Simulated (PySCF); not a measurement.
# C₆ coefficients of unlike pairs at PBE0

Calculated with PySCF 2.14 from the dipole response of each species, C₆(A,B) = (3/π) ∫ α_A(iu) α_B(iu) du, in atomic units, from isotropic polarisabilities. For ions this is the dispersion term alone; charge-induced terms of lower order in 1/R come first.

```
species      configuration                                                                      basis     relativity  α (bohr³)  C₆ (like pair)
    Cr⁺      [Ar] 3d5 (6S)                                                   def2-TZVPPD (6s6p4d2f1g)           none      9.936           28.69
     Ca      [Ar] 4s2 (1S)                                                   aug-cc-pVDZ-X2C (6s5p3d)  spin-free X2C      161.3            2255
    Ar⁺  [Ne] 3s2 3p5 (2P)                                                   dyall-acv3z (19s12p6d4f)           none      6.922           31.23
     Ar          [Ar] (1S)  x2c-TZVPPall with one added diffuse shell each of s, p, d type (6s6p4d1f)  spin-free X2C      11.28           66.28
```

Problem. Estimate C₆ for Ar with Cr⁺.

Solution. The integral gives 42.47. The combination rule 2 C_A C_B / (C_A α_B/α_A + C_B α_A/α_B) gives 41.81 and the geometric mean 43.61.

No spin-orbit coupling is included.

The other pairs:

```
    pair     C₆
 Ar⁺, Ca  178.7
  Ar, Ca  279.8
 Ca, Cr⁺  206.5
 Ar, Ar⁺  45.27
Ar⁺, Cr⁺  28.94
```
